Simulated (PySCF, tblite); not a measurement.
A set of runs on `c1c(F)c(c[c]c1)Cl` [radical]; the geometry of each is named by its level. Settings lines and outputs come from a driver script.

C₆H₃ClF (doublet state).
Bonds: F1–C2, C2–C3 (aromatic), C3–C4 (aromatic), C4–C5 (aromatic), C5–C6 (aromatic), C6–C7 (aromatic), C7–Cl8, C2–C7 (aromatic). Hydrogens: H9 on C3; H10 on C4; H11 on C6.

Step 1: GFN2-xTB geometry optimisation, gas phase (tblite 0.8.0) (from a force-field or distance-geometry start)
```json
{"job": {"kind": "relax", "xc": "GFN2-xTB", "basis": "xTB"}, "charge": 0, "multiplicity": 2}
```
```
step      E/eV     max force
  0    -640.60949    2.471
  1    -640.69251    0.685
  2    -640.70977    0.319
...
  9    -640.72086    0.027
 10    -640.72091    0.028
 11    -640.72097    0.026
 12    -640.72101    0.015
 13    -640.72102    0.007
```

Energy lowered by 2.6 kcal/mol over 13 steps; largest atomic force 0.007 eV/Å at the end. «max force» is the largest atomic force in eV/Å.

Hardware: one thread, Arm Neoverse V2 (aarch64), shared host with 96 logical CPUs at a one-minute load of 53. Cost: under 0.1 s.

Step 2: GFN2-xTB harmonic vibrations, gas phase (tblite 0.8.0) (on the GFN2-xTB geometry)
```json
{"job": {"kind": "ir", "xc": "GFN2-xTB", "basis": "xTB"}, "charge": 0, "multiplicity": 2}
```
```
(table of modes left out)
```

27 modes from 141 to 3104 cm⁻¹ (unscaled, harmonic); zero-point energy 42.0 kcal/mol; all wavenumbers are real at this level.

Time: 0.25 s wall. Hardware: one thread, Arm Neoverse V2 (aarch64), no GPU (shared host).

Step 3: UKS B3LYP, pcH-1 on C Cl F H, non-relativistic, mean-field spin-orbit, GIAO (PySCF 2.14.0) (on the GFN2-xTB geometry)
```json
{"job": {"kind": "epr", "basis": "pcH-1"}, "charge": 0, "multiplicity": 2}
```
```
...
E = -790.40937970 Eh   <S^2> = 0.7572 (exact 0.7500)
g shifts (ppm)      1          2          3
  rmc          -165       -165       -165
  gc             30         13        -17
  oz_so        -370        200       1473
  total        -505         48       1292
hyperfine (MHz)  atom isotope    a_iso     a_fc   dipolar eigenvalues
    0   19F       2.86       2.88    -20.41      6.53     13.88
    1   13C      -9.25      -9.25     -7.01      2.42      4.60
    2   13C      58.97      58.98     -6.14     -1.60      7.74
    3   13C      16.17      16.16    -13.75     -1.81     15.56
    4   13C     411.33     411.45    -79.70    -62.63    142.33
    5   13C      21.30      21.32    -13.34     -1.45     14.78
    6   13C      77.72      77.70     -5.31     -0.73      6.04
    7  35Cl       1.36       1.30     -3.58     -1.50      5.08
    8    1H      16.02      16.02     -2.93     -2.38      5.30
    9    1H      54.46      54.46     -6.84     -5.67     12.50
   10    1H      60.35      60.36     -6.70     -5.59     12.29
```

⟨S²⟩ 0.757; g_iso 2.0026. rmc, gc and oz_so are the mass-correction, gauge-correction and orbital-Zeeman/spin–orbit parts of the g shift along its three principal axes; a_iso is the isotropic hyperfine coupling and a_fc its Fermi-contact part. The log counts atoms from 0, this text from 1.

Hardware: one thread, Arm Neoverse V2 (aarch64), no GPU, shared host with 96 logical CPUs at a one-minute load of 52. Cost: 58 s wall (with the writing of density and orbital grids), 0.86 GiB resident at most.

Geometry of the electronic-property runs (GFN2-xTB):
```
atom  x, y, z in Å
F1     1.133    2.148   -0.141
C2     0.486    0.971   -0.066
C3    -0.898    0.972   -0.108
C4    -1.583   -0.237   -0.032
C5    -0.826   -1.366    0.081
C6     0.533   -1.420    0.127
C7     1.220   -0.206    0.052
Cl8    2.942   -0.166    0.104
H9    -1.423    1.910   -0.200
H10   -2.660   -0.262   -0.061
H11    1.081   -2.344    0.218
```

 (This holds for the electronic-property runs.)
